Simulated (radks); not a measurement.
Isoelectronic series with 3 electrons, all held in the configuration [He] 2s1, which need not be the ground one along the series. Calculated with a radial shooting solver on a logarithmic mesh with Libxc functionals: Dirac Kohn-Sham, PBE, spin-unpolarised, spherical densities, point nucleus. Total energies (hartree) and orbital eigenvalues (hartree):

| ion | E (hartree) | 2s1/2 | 1s1/2 |
|---|---|---|---|
| N4+ | -48.30321 | -3.21822 | -17.63559 |
| O5+ | -64.15806 | -4.62576 | -24.07854 |
| F6+ | -82.27398 | -6.28462 | -31.52605 |
| Ne7+ | -102.65398 | -8.19509 | -39.97922 |
| Mg9+ | -150.22017 | -12.77244 | -59.90803 |
| Al10+ | -177.41436 | -15.44025 | -71.38692 |
| Si11+ | -206.88858 | -18.36156 | -83.87790 |
| P12+ | -238.64781 | -21.53698 | -97.38304 |
| S13+ | -272.69742 | -24.96719 | -111.9046 |
| Cl14+ | -309.04320 | -28.65290 | -127.4449 |
| Ar15+ | -347.69134 | -32.59491 | -144.0067 |
| K16+ | -388.64843 | -36.79406 | -161.5926 |
